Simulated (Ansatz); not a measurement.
Bond stretch in Be2, singlet.

- RKS-PBE = restricted PBE/cc-pVDZ (Ansatz, an electronic-structure program)
- UKS-PBE = unrestricted PBE/cc-pVDZ (Ansatz)
- RKS-B3LYP = restricted B3LYP/cc-pVDZ (Ansatz)
- FCI = full CI/cc-pVDZ, frozen core (Ansatz)

Energies relative to the lowest point of each curve near equilibrium, in mEh; the last columns give the error against full CI:

| R / Å | RKS-PBE | UKS-PBE | RKS-B3LYP | FCI | RKS-PBE − FCI | UKS-PBE − FCI | RKS-B3LYP − FCI |
|---|---|---|---|---|---|---|---|
| 1.89 | 25.1 | 19.2 | 25.7 | 25.4 | -0.3 | -6.1 | 0.4 |
| 2.04 | 10.6 | 7.8 | 11.4 | 11.3 | -0.7 | -3.5 | 0.1 |
| 2.13 | 5.6 | 3.7 | 6.4 | 6.4 | -0.8 | -2.7 | 0.0 |
| 2.25 | 1.8 | 0.9 | 2.4 | 2.6 | -0.8 | -1.7 | -0.2 |
| 2.38 | 0.1 | 0.0 | 0.5 | 0.7 | -0.5 | -0.7 | -0.2 |
| 2.43 | 0.0 | 0.0 | 0.2 | 0.3 | -0.3 | -0.3 | -0.2 |
| 2.52 | 0.2 | 0.4 | 0.0 | 0.0 | 0.2 | 0.4 | 0.0 |
| 2.61 | 0.8 | 1.0 | 0.2 | 0.0 | 0.8 | 1.0 | 0.2 |
| 2.65 | 1.2 | 1.4 | 0.4 | 0.0 | 1.1 | 1.3 | 0.3 |
| 2.76 | 2.4 | 2.6 | 1.0 | 0.2 | 2.1 | 2.4 | 0.7 |
| 2.91 | 4.2 | 4.4 | 1.9 | 0.5 | 3.7 | 3.9 | 1.4 |
| 3.12 | 6.7 | 7.0 | 3.2 | 0.7 | 6.0 | 6.2 | 2.5 |
| 3.42 | 9.7 | 10.0 | 4.6 | 0.7 | 9.0 | 9.2 | 3.9 |
| 3.75 | 12.0 | 12.2 | 5.6 | 0.5 | 11.4 | 11.7 | 5.0 |
| 4.17 | 13.6 | 13.8 | 6.1 | 0.3 | 13.2 | 13.4 | 5.8 |
| 4.51 | 14.3 | 14.5 | 6.4 | 0.3 | 14.0 | 14.2 | 6.0 |
| 5.03 | 14.8 | 15.0 | 6.5 | 0.4 | 14.4 | 14.7 | 6.1 |
| 5.50 | 15.1 | 15.3 | 6.5 | 0.5 | 14.6 | 14.8 | 6.0 |
| 6.23 | 15.2 | 15.4 | 6.5 | 0.5 | 14.7 | 14.9 | 5.9 |
| 6.84 | 15.3 | 15.5 | 6.4 | 0.6 | 14.7 | 14.9 | 5.9 |
| 7.52 | 15.3 | 15.5 | 6.4 | 0.6 | 14.7 | 14.9 | 5.8 |

RKS-PBE is furthest from FCI at 7.52 (14.7 mEh, above); its mean absolute error over the points is 6.6 mEh.

UKS-PBE is furthest from FCI at 7.52 (14.9 mEh, above); its mean absolute error over the points is 7.3 mEh.

RKS-B3LYP is furthest from FCI at 5.03 (6.1 mEh, above); its mean absolute error over the points is 2.7 mEh.

The unrestricted determinant behind UKS-PBE is spin-contaminated at 1.89 to 2.52 Å (<S²> up to 0.7, against 0.00 for a pure singlet). Also computed but left out beside FCI, since their determinant holds another spin at the minimum (<S²> over 0.7 above the pure value): UHF, UMP2, UCCSDT, UCCSDT(Q), UHF/6-31G*, UHF/STO-3G.
